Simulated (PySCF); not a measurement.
## Computed properties of FH₄NO₂Si, SMILES N[Si](O)(O)F

Si(F)(OH)2(NH2) (FH4NO2Si), SMILES N[Si](O)(O)F. Geometry optimised at B3LYP-D3(BJ)/def2-SVP. This is a generated structure with no PubChem entry under its InChIKey; it may be hypothetical. One conformer was computed; it need not be the lowest. All values are computed for the isolated molecule unless a solvent is named; none is compared with measurement here.

**Structure.** All 21 harmonic modes at B3LYP-D3(BJ)/def2-SVP (PySCF) are real, so it is a minimum. With heavy atoms numbered as in [NH2:1][Si:2]([OH:3])([OH:4])[F:5], the shortest bond between them is Si2–F5 at 1.624 Å and the longest N1–Si2 at 1.704 Å.

**Vibrations.** The strongest infrared lines (harmonic, unscaled, degenerate partners summed) lie at 1002 cm⁻¹ (250 km/mol, Si 50 %, O 21 %, H 16 %, N 9 %), 946 cm⁻¹ (215 km/mol, Si 47 %, F 24 %, N 15 %, H 13 %), 968 cm⁻¹ (199 km/mol, Si 47 %, O 39 %, H 12 %). The softest mode is at 131 cm⁻¹ and the zero-point energy is 36.2 kcal/mol.

**Electronic structure.** PBE0/def2-TZVP (PySCF) places the frontier levels at -8.06 and 0.48 eV, a gap of 8.54 eV, and gives a dipole moment of 1.62 D and a mean polarisability of 36.0 bohr³. PBE/def2-TZVP (PySCF) at the same geometry gives -6.51 and -0.40 eV, so its gap is 2.43 eV narrower. An orbital gap is neither the optical nor the fundamental gap.

**Excitations.** TDDFT-ωB97X/def2-SVPD (PySCF) has S1 at 7.44 eV (167 nm, f = 0.066, bright); the most intense of the 10 singlets computed lies at 9.88 eV (f = 0.10). T1 (TDA) is at 7.17 eV. TDDFT-PBE/def2-SVPD (PySCF) puts S1 at 5.85 eV. No vertical singlet excitation falls in the visible range (under 3.1 eV).

**NMR.** GIAO shifts at B3LYP/pcSseg-1 (PySCF) (non-relativistic, atoms alike by connectivity averaged): ¹H from 0.9 to 2.3 ppm against TMS; ²⁹Si at -62.4 ppm against TMS; ¹⁹F at -161.5 ppm against CFCl3.

**Solvation.** SMD-PBE0/6-31G* (PySCF) gives -11.1 kcal/mol in water, -8.1 kcal/mol in dichloromethane, -11.6 kcal/mol in ethanol (1 M in both phases, gas-phase geometry); of these solvents ethanol holds the molecule best.
